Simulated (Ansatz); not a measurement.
**Worked example: In(CH3)2(NH2) + BH(CH3)(OH) → In(CH3)2(OH) + BH(CH3)(NH2)**

Species: In(CH3)2(NH2), singlet; BH(CH3)(OH), singlet; In(CH3)2(OH), singlet; BH(CH3)(NH2), singlet. The partners trade NH2 for OH: In–NH2 and B–OH bonds give way to In–OH and B–NH2.

Shapes, held fixed at every level: PBE0-D4/def2-TZVP. Flexible molecules stand in one conformer, not always the lowest. Programs: Ansatz 0.2.0. Electronic energies: no zero-point or thermal term.

At CCSD(T)/def2-TZVPP; 1 Eh = 2625.50 kJ/mol:

| species | energy (Eh) |
| --- | --- |
| In(CH3)2(NH2) | -325.042736 |
| BH(CH3)(OH) | -141.011734 |
| In(CH3)2(OH) | -344.913313 |
| BH(CH3)(NH2) | -121.148095 |

Task: Work out ΔE of the reaction at this level.

Result: 
1. Products less reactants: (-344.913313) + (-121.148095) − [(-325.042736) + (-141.011734)] = -0.006938 Eh = -18.2 kJ/mol.

Other levels give -22.5 (B2PLYP/def2-TZVPP) to -13.6 kJ/mol (CCSD/def2-SVP). No measured value is set beside it here. For atoms past krypton def2 sets carry core potentials with scalar relativity. Outer-core shells of In are correlated in most correlated rows, in sets that cover them unevenly.
